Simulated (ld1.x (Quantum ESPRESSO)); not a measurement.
# Logarithmic derivatives: sulfur, ultrasoft

ld1.x (Quantum ESPRESSO) 7.5 input, shortened:

```
&input
   title='S', zed=16., rel=1, dft='PBE', iswitch=3,
   config='[Ne] 3s1 3p5'
 /
 &inputp
   pseudotype=3, tm=.true., lloc=-2, rcloc=0.90,
   nlcc=.true., new_core_ps=.true., rcore=0.95
 /
4
3S  1  0   1.00   0.00  1.45  1.70  0.0
3S  1  0   0.00   2.10  1.45  1.70  0.0
3P  2  1   5.00   0.00  1.00  1.10  0.0
3P  2  1   0.00   4.05  1.00  1.10  0.0
 &test
   configts(1)='3s1 3p5'
 /
```

The phase is arctan(r·u′/u) with u = r·R(r), unwrapped; energies in Ry, scanned from -3 to 5 Ry. A pole is an energy at which the radial function vanishes at the test radius. The pseudo phase is shifted by a multiple of π to meet the all-electron one at the reference energy, and phase errors are pseudo minus all-electron; the curves can meet again beyond the range given. Levels narrower than the energy grid can be missing from the lists of poles. Where the grid stepped over a known ghost or core level, its pole and its step of π were put in at the level’s energy.

A narrow feature of the pseudo curve, probably an extra level, lies near -0.32 Ry in the p channel; the grid steps over it, so the window and error are not given (n/a).

```csv
channel,radius (bohr),reference energy (Ry),"poles, all-electron","poles, pseudo",unbroken range about the reference energy with phases within 0.05 rad,phase error 1 Ry above the reference energy (rad)
s,1.86,-1.32,1.06,1.07,the whole range,+0.000
p,1.86,-0.56,2.25,"-1.47, 2.26",n/a,n/a
```

Note: ghost state, extra bound levels that the all-electron valence spectrum of the same l lacks: p at -20.0 eV. A true bound ghost makes a file unfit for plane-wave use.

Phases in the s channel:

```
E (Ry)  all-electron  pseudo
 -3.00         0.962   0.963
 -2.52         0.741   0.742
 -2.04         0.276   0.276
 -1.56        -0.481  -0.481
 -1.08        -1.016  -1.016
 -0.60        -1.271  -1.270
 -0.12        -1.406  -1.406
  0.36        -1.490  -1.490
  0.84        -1.548  -1.548
  1.32        -1.594  -1.593
  1.80        -1.631  -1.631
  2.28        -1.665  -1.665
  2.76        -1.697  -1.698
  3.24        -1.730  -1.732
  3.72        -1.765  -1.770
  4.20        -1.806  -1.816
  4.68        -1.855  -1.876
```
